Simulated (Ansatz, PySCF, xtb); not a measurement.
GaH3 (SMILES [GaH3]) and H2S (SMILES S) are pulled apart as rigid monomers along the line of their centres of mass, from the B3LYP-D3(BJ)/def2-TZVP minimum. Starting geometry (charge 0, multiplicity 1):
```xyz
7

Ga     0.52763    -0.06951     0.52020
H     -0.34623     1.11319    -0.04266
H      0.27362    -1.53353    -0.00072
H      1.89119     0.26122     1.23784
S     -0.92738    -0.37619     2.72897
H     -0.51067     0.73171     3.36579
H     -0.06740    -1.16488     3.39605
```

Interaction energies with rigid monomers; basis-set methods are counterpoise corrected unless marked otherwise.

Run with Ansatz (Gaussian orbitals); PySCF for the dispersion terms; xtb for the GFN methods. Each number belongs to the level named beside it.

```tsv
Ga1···S5 (Å)	GFN1-xTB (meV)	PBE-D4/def2-TZVPPD (meV)	r2SCAN/def2-TZVPPD (meV)	PBE0-D3(BJ)/def2-TZVPPD (meV)	wB97M-V/def2-TZVPPD (meV)
2.40	-1006.5	-511.9	-533.1	-510.9	-422.5
2.66	-1061.7	-607.5	-607.1	[?]	-534.6
3.06	-780.1	-469.7	-452.1	-450.0	-418.1
3.73	-364.1	-221.3	[?]	-206.2	-191.2
4.79	-138.2	-62.3	-48.3	-60.0	-53.2
```

Problem. Some entries are withheld; supply them.

Solution. 
- 2.66, PBE0-D3(BJ)/def2-TZVPPD (meV): -596.0
- 3.73, r2SCAN/def2-TZVPPD (meV): -196.7

Ansatz is an electronic-structure program.
